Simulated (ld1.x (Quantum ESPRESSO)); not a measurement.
## How hard is this Sb ultrasoft potential?

ld1.x (Quantum ESPRESSO) 7.5 input, shortened:

```
&input
   title='Sb', zed=51., rel=1, dft='PBESOL', iswitch=3,
   config='[Kr] 4d10 5s2 5p3'
 /
 &inputp
   pseudotype=3, tm=.true., lloc=-1, rcloc=1.75,
   nlcc=.true., rcore=0.92,
   which_augfun='PSQ', rmatch_augfun_nc=.true.
 /
4
5S  1  0   2.00   0.00  1.65  2.10  0.0
5S  1  0   0.00  -0.40  1.65  2.10  0.0
5P  2  1   3.00   0.00  1.65  1.95  0.0
5P  2  1   0.00   0.10  1.65  1.95  0.0
 &test
   configts(1)='5s2 5p3'
 /
```

The pseudo-atom Hamiltonian at the reference potential is diagonalised in spherical Bessel functions j_l(qr) that vanish at 20 bohr, with q² up to the cutoff. All-electron valence levels (Ry): 5s -0.9464, 5p -0.3560.

**Question.** How do the lowest levels (Ry) of each channel move with the cutoff, and are there ghosts?

**Answer.**

```json
{"cutoff (Ry)": "8", "s #1": "-0.9459", "s #2": "-0.0304", "p #1": "-0.3525", "d #1": "-0.0098", "f #1": "0.1100", "Σ f·Δε (mRy)": "12.2"}
{"cutoff (Ry)": "10", "s #1": "-0.9463", "s #2": "-0.0305", "p #1": "-0.3539", "d #1": "-0.0414", "f #1": "0.1100", "Σ f·Δε (mRy)": "7.3"}
{"cutoff (Ry)": "12", "s #1": "-0.9463", "s #2": "-0.0305", "p #1": "-0.3551", "d #1": "-0.0728", "f #1": "0.1100", "Σ f·Δε (mRy)": "3.7"}
{"cutoff (Ry)": "15", "s #1": "-0.9463", "s #2": "-0.0305", "p #1": "-0.3559", "d #1": "-0.1000", "f #1": "0.1100", "Σ f·Δε (mRy)": "1.1"}
{"cutoff (Ry)": "18", "s #1": "-0.9464", "s #2": "-0.0305", "p #1": "-0.3560", "d #1": "-0.1294", "f #1": "0.1100", "Σ f·Δε (mRy)": "0.5"}
{"cutoff (Ry)": "21", "s #1": "-0.9465", "s #2": "-0.0306", "p #1": "-0.3560", "d #1": "-0.1415", "f #1": "0.1100", "Σ f·Δε (mRy)": "0.4"}
{"cutoff (Ry)": "25", "s #1": "-0.9465", "s #2": "-0.0306", "p #1": "-0.3561", "d #1": "-0.1490", "f #1": "0.1100", "Σ f·Δε (mRy)": "0.3"}
{"cutoff (Ry)": "400", "s #1": "-0.9465", "s #2": "-0.0306", "p #1": "-0.3562", "d #1": "-0.1578", "f #1": "0.1100", "Σ f·Δε (mRy)": "0.0"}
```

Result: ghost state, extra bound levels that the all-electron valence spectrum of the same l lacks: d at -2.15 eV (a true bound ghost makes a file unfit for plane-wave use); 10 mRy is reached at 10 Ry and 1 mRy at 18 Ry.

Test run stopped at test 4 of 7 (negative rho).
